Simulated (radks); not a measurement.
Excited configurations of Rb IV: one electron is placed in a higher orbital outside [Ar] 3d10 4s2 4p3. The ground configuration is [Ar] 3d10 4s2 4p4. Method: Dirac Kohn-Sham, BLYP, spin-unpolarised, spherical densities, finite nucleus; open shells are shared between the two j in proportion to 2j + 1; Fermi nuclear charge, rms radius 4.2036 fm; computed with a radial shooting solver on a logarithmic mesh with Libxc functionals. Excitation = E - E(ground); binding = E(ion) - E, where the ion is the core of charge +4; n* = 4/sqrt(2 binding) in atomic units, and the quantum defect is n - n*. Eigenvalue and <r> are those of j = l + 1/2.

| outer orbital | excitation (eV) | binding (eV) | n* | quantum defect | <r> (bohr) |
|---|---|---|---|---|---|
| 5p | 31.254 | 22.188 | 3.132 | 1.868 | 3.590 |
| 5f | 43.538 | 9.903 | 4.689 | 0.311 | 6.845 |
| 6s | 38.531 | 14.910 | 3.821 | 2.179 | 5.638 |
| 6d | 43.579 | 9.862 | 4.698 | 1.302 | 7.770 |
| 7s | 43.902 | 9.539 | 4.777 | 2.223 | 8.779 |
| 7p | 44.901 | 8.540 | 5.049 | 1.951 | 9.609 |
| 7f | 48.297 | 5.144 | 6.505 | 0.495 | 14.83 |

The Delta-SCF ionisation energy is 53.441 eV (NIST Atomic Spectra Database: 52.2 eV, semi-empirical). Self-interaction in the functional shifts the binding energies and quantum defects, so they are the method's values and not measured ones. Spin polarisation and multiplet splitting are left out, so open shells lie too high by an amount that depends on their filling. Sharing an open shell by 2j + 1 raises it above the true ground level by a part of the spin-orbit splitting, which enters the differences from NIST.

Beside tabulated values, note that spin-unpolarised runs miss the spin-polarisation part of the exchange energy of open shells.
